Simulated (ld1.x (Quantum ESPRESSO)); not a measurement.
**arsenic: one change to a PAW potential, before and after**

| Property | Result |
| --- | --- |
| Element | As |
| Generator | ld1.x (Quantum ESPRESSO) 7.5 |
| Type | PAW |
| Functional | LDA (PZ) |
| Relativity | scalar-relativistic |
| Frozen core | [Ar] |
| Valence charge | 15 |
| Reference configuration | 3d10 4s2 4p1 (charge +2) |
| Partial waves | 4s (bound): rcut 1.20, rcutus 1.65 bohr; 4s channel at 2.55 Ry: rcut 1.20, rcutus 1.65 bohr; 4p (bound): rcut 1.00, rcutus 1.40 bohr; 4p channel at 0.1 Ry: rcut 1.00, rcutus 1.40 bohr; 3d (bound): rcut 0.50, rcutus 0.70 bohr; 3d channel at -3.45 Ry: rcut 0.50, rcutus 0.70 bohr |
| Local potential | all-electron potential smoothed inside 0.65 bohr (lloc = -2) |
| Core correction | a·sin(br)/r model core, default radius (core density twice the valence density) |
| Augmentation charge | BESSEL, radius 0.45 bohr |

All-electron outer shells of the reference configuration (LDA (PZ), scalar-relativistic, ld1.x):

| shell | level (eV) | outermost node (bohr) | outermost maximum (bohr) |
| --- | --- | --- | --- |
| 3p | -154.84 | 0.22 | 0.52 |
| 3d | -62.25 | – | 0.47 |
| 4s | -33.78 | 0.73 | 1.55 |
| 4p | -22.96 | 0.77 | 1.81 |

Change: waves 4s (bound): rcut 1.20, rcutus 1.38 bohr; 4s channel at 2.55 Ry: rcut 1.20, rcutus 1.38 bohr.

Cutoffs: the cutoffs (Ry, on a coarse ladder) from which the occupation-weighted sum of valence levels, in a spherical-Bessel basis at the reference potential, stays within 10 and 1 mRy of its value at 400 Ry; they do not see the model core or the augmentation charge, which bear on the density cutoff. Errors are all-electron minus pseudo energies relative to the spin-unpolarised reference configuration.

Problem. How do hardness, ghosts and transferability respond?

Solution. Both files keep a bound ghost (p, s); of the 9 tests that both files solve, the error grows in 4 and shrinks in 3 by more than 15 % and 0.3 meV (median size 4.1 → 3.0 meV).

```csv
quantity,base,changed
"cutoff, loose",over 300 Ry,over 300 Ry
"cutoff, tight",over 300 Ry,over 300 Ry
loose cutoff by channel (10 mRy a level),"s 8 Ry, p 25 Ry, d 200 Ry","s 18 Ry, p 25 Ry, d 200 Ry"
bound ghosts,"s, p","s, p"
"error for 3d10 4s2 4p3, meV [ΔE -27.49 eV]",+2.9,+4.0
"error for 3d10 4s2 4p2, meV [ΔE -18.16 eV]",+1.9,+2.7
"error for 3d10 4s2 4p0, meV [ΔE 28.04 eV]",-4.1,-5.7
"error for 3d10 4s1 4p3, meV [ΔE -8.00 eV]",+11,+1.5
"error for 3d10 4s1 4p4, meV [ΔE -18.01 eV]",+13,+3.0
"error for 3d9 4s2 4p3, meV [ΔE 23.61 eV]",-301,-290
"error for 3d10 4s0 4p5, meV [ΔE -8.28 eV]",+56,+1.9
"error for 3d10 4s2 4p1 (spin-polarised), meV [ΔE -0.23 eV]",-0.1,-0.1
"error for 3d10 4s2 4p3 (spin-polarised), meV [ΔE -28.81 eV]",+2.7,+3.8
lowest overlap eigenvalue by channel,"s 0.31, p 0.70, d 0.96","s 0.57, p 0.70, d 0.96"
```

 A true bound ghost makes a file unfit for plane-wave use even where its test errors are small: the radial tests pick states by their node count and pass the ghost by.
